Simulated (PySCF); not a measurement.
Calculated NMR parameters of C=C/P=P\C(=C)C

- Formula: C5H8P2
- SMILES: C=C/P=P\C(=C)C
- Point group of the computed structure: C1
- Carbon signals: 5
- Proton signals: 6

Molfile (atoms numbered from 1):
```
C5H8P2
     RDKit          3D

 15 14  0  0  0  0  0  0  0  0999 V2000
    1.9838    0.4156    0.3766 C   0  0  0  0  0  0  0  0  0  0  0  0
    1.8612   -0.7134   -0.3050 C   0  0  0  0  0  0  0  0  0  0  0  0
    1.3932   -2.3184    0.4144 P   0  0  0  0  0  0  0  0  0  0  0  0
   -0.6032   -2.2017    0.8194 P   0  0  0  0  0  0  0  0  0  0  0  0
   -1.1026   -0.5195    0.2771 C   0  0  0  0  0  0  0  0  0  0  0  0
   -1.1880    0.4737    1.1500 C   0  0  0  0  0  0  0  0  0  0  0  0
   -1.4599   -0.3888   -1.1700 C   0  0  0  0  0  0  0  0  0  0  0  0
    2.3146    1.3295   -0.0903 H   0  0  0  0  0  0  0  0  0  0  0  0
    1.7579    0.4724    1.4286 H   0  0  0  0  0  0  0  0  0  0  0  0
    2.1328   -0.7554   -1.3545 H   0  0  0  0  0  0  0  0  0  0  0  0
   -0.9420    0.3401    2.1909 H   0  0  0  0  0  0  0  0  0  0  0  0
   -1.5122    1.4599    0.8568 H   0  0  0  0  0  0  0  0  0  0  0  0
   -1.8248    0.6122   -1.3901 H   0  0  0  0  0  0  0  0  0  0  0  0
   -2.2291   -1.1148   -1.4343 H   0  0  0  0  0  0  0  0  0  0  0  0
   -0.5860   -0.5892   -1.7916 H   0  0  0  0  0  0  0  0  0  0  0  0
  1  2  2  0
  2  3  1  0
  3  4  2  0
  4  5  1  0
  5  6  2  0
  5  7  1  0
  1  8  1  0
  1  9  1  0
  2 10  1  0
  6 11  1  0
  6 12  1  0
  7 13  1  0
  7 14  1  0
  7 15  1  0
M  END
```

- GFN2-xTB structure
- σ from GIAO-PBE0/pcSseg-1
- code: PySCF 2.14.0 with density-fitted response routines
- no relativistic terms, a single conformation, one averaged value for each set of equivalent atoms, no solvent model

Scale: ¹H (σ = 31.72 ppm) and ¹³C (σ = 186.93 ppm) vs TMS; H3PO4 for ³¹P (σ = 318.38 ppm) (reference shieldings calculated alike).

| carbon | δC, type | δH (multiplicity) | HMBC from (2–3 bonds) | span of the C tensor (ppm) |
| --- | --- | --- | --- | --- |
| C1 | 133.0, CH2 | H8 6.11 (m); H9 5.09 (m) | H10 | 208 |
| C2 | 149.4, CH | 7.00 (m) | H8, H9 | 208 |
| C5 | 160.4, C | – | H12, H11, H13/H14/H15 | 205 |
| C6 | 127.9, CH2 | H11 4.73 (m); H12 6.02 (m) | H13/H14/H15 | 195 |
| C7 | 27.0, CH3 | 1.67 (m) | H12, H11 | 45 |

Other nuclei:
```csv
atoms,nucleus,environment,δ (ppm),σ (ppm)
P4,³¹P,"phosphorus bonded to C, P",586.4,-268.0
P3,³¹P,"phosphorus bonded to C, P",575.4,-257.0
```

δC 160.4: fully substituted alkene carbon; as expected for a trigonal carbon in a double bond. δC 149.4: alkene CH; as expected for a trigonal carbon in a double bond. δC 133.0, 127.9: terminal =CH2 carbon; an sp2 carbon of a C=C bond. δH 6.11, 6.02, 5.09, 4.73: hydrogen on a terminal =CH2 carbon; attached to an sp2 carbon and in the plane of the double bond. δH 1.67: hydrogen on an allylic methyl carbon; allylic position.

Splittings by ³¹P in the carbon and heteronuclear signals aren't shown, as no couplings were computed. Shifts are as computed. Against solution values, carbons near 30 ppm lie about +3 ppm off and those near 130 ppm about +5 ppm. Of 1211 compounds with measured shifts, 218 miss one by over three times the rms of a fit or turn the order of signals round; such compounds aren't used in these exercises. Experimental scales use liquid or dissolved standards, which lie at an offset from isolated H3PO4. No couplings were computed; multiplicities are counted from neighbouring protons, with m where these are inequivalent, close in shift, in a saturated or five-membered ring or joined by F or P, and br s for small geminal =CH2 splittings.
